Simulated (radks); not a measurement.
Neutral sulfur inside a hard spherical wall (all orbitals vanish at R), configuration held at [Ne] 3s2 3p4 and not refilled when levels cross. Method: non-relativistic Kohn-Sham, LDA (Slater exchange, Perdew-Wang correlation), spin-unpolarised, spherical densities, point nucleus; computed with a radial shooting solver on a logarithmic mesh with Libxc functionals. Eigenvalues in eV, with the zero of energy where the potential of the charges vanishes at infinity; a dash marks a level that is unbound or too diffuse for the functional's potential to be trusted. A positive occupied level is held by the wall or, in an anion where self-interaction has pushed it up, behind a barrier. The pressure on the wall is -dE/dV.

R (bohr),E (hartree),kinetic (hartree),e(2s),e(2p),e(3s),e(3p),"e(4s, empty)","e(4p, empty)",pressure (GPa)
free,-396.71065,395.876,-209.52,-156.49,-17.166,-7.119,-0.340,-,0
15,-396.71065,395.876,-209.52,-156.49,-17.166,-7.119,-0.271,0.742,< 0.0001
10,-396.71062,395.876,-209.52,-156.49,-17.163,-7.116,0.177,1.847,0.00105
8,-396.71008,395.882,-209.47,-156.44,-17.126,-7.080,1.052,3.411,0.0300
6,-396.70026,395.955,-208.97,-155.94,-16.762,-6.700,4.267,8.109,0.991
5,-396.66484,396.171,-207.79,-154.75,-15.956,-5.808,9.088,14.270,6.47
4,-396.49576,397.017,-204.21,-151.12,-13.515,-2.980,21.272,28.384,50.0
3.5,-396.22734,398.170,-200.22,-147.08,-10.653,0.383,34.232,42.490,153
3,-395.58462,400.578,-193.29,-140.03,-5.100,6.853,57.613,66.926,508
2.5,-393.95619,405.831,-181.25,-127.72,6.644,20.153,102.86,112.43,1910
